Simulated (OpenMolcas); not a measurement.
**Dy2+ in cubic eightfold coordination: ligands and hosts compared**

```
Program             : OpenMolcas
Method              : CASSCF
Active space        : 10 electrons in 7 orbitals (4f)
Spin-orbit coupling : RASSI with atomic mean-field integrals over the reference wave functions
```

Distances were set from a Shannon-type radius of the metal (high-spin where two are listed) plus a fixed donor radius (Cl 1.76, F 1.31 Å), in hosts weighted 0.65 to 0.35 with the host's distance in the model lattice. Anionic complexes are neutralised by point charges, and hosts are embedded clusters. Ligand basis ANO-RCC-VDZP. States (labels of O, the rotations of Oh). Energies in cm-1 above the lowest state or level, χT in cm3 K/mol.

```json
{"Ligand or host": "Cl", "R (Å)": "2.95", "Metal basis": "ANO-RCC-VDZP", "Outer charge (e at Å behind ligand)": "0.75 at 2.6", "Ground state": "5A2", "First state of that spin": "5T2 51.3", "First gap with spin-orbit (degeneracies)": "0.2 (3, 2)", "Width of lowest J": "121", "χT at 300 K": "13.908"}
{"Ligand or host": "BaF2", "R (Å)": "2.565", "Metal basis": "ANO-RCC-VDZP", "Outer charge (e at Å behind ligand)": "", "Ground state": "5A2", "First state of that spin": "5T2 76.4", "First gap with spin-orbit (degeneracies)": "0.9 (2, 3)", "Width of lowest J": "217", "χT at 300 K": "13.834"}
{"Ligand or host": "F", "R (Å)": "2.5", "Metal basis": "ANO-RCC-VDZP", "Outer charge (e at Å behind ligand)": "0.75 at 3.2", "Ground state": "5A2", "First state of that spin": "5T2 86.5", "First gap with spin-orbit (degeneracies)": "0.9 (2, 3)", "Width of lowest J": "244", "χT at 300 K": "13.806"}
{"Ligand or host": "SrF2", "R (Å)": "2.503", "Metal basis": "ANO-RCC-VDZP", "Outer charge (e at Å behind ligand)": "", "Ground state": "5A2", "First state of that spin": "5T2 99.4", "First gap with spin-orbit (degeneracies)": "0.6 (2, 3)", "Width of lowest J": "275", "χT at 300 K": "13.773"}
{"Ligand or host": "CaF2", "R (Å)": "2.453", "Metal basis": "ANO-RCC-VDZP", "Outer charge (e at Å behind ligand)": "", "Ground state": "5A2", "First state of that spin": "5T2 123.6", "First gap with spin-orbit (degeneracies)": "0.2 (2, 3)", "Width of lowest J": "335", "χT at 300 K": "13.701"}
```

The rows also differ in their outer charges, so part of each step comes from that.

The width of the lowest J multiplet rises in the order Cl < BaF2 < F < SrF2 < CaF2, by a factor of 2.77 from first to last.

High states are left out of the spin-orbit mixing, which shifts the levels that they would mix with. Without dynamic correlation the ligand-field splitting of an f shell can come out too small, at times by half. A group larger than the point group allows holds several states that coincide in this model. No measured value stands beside these numbers; the geometry was imposed, not optimised, and the real ion may take another.
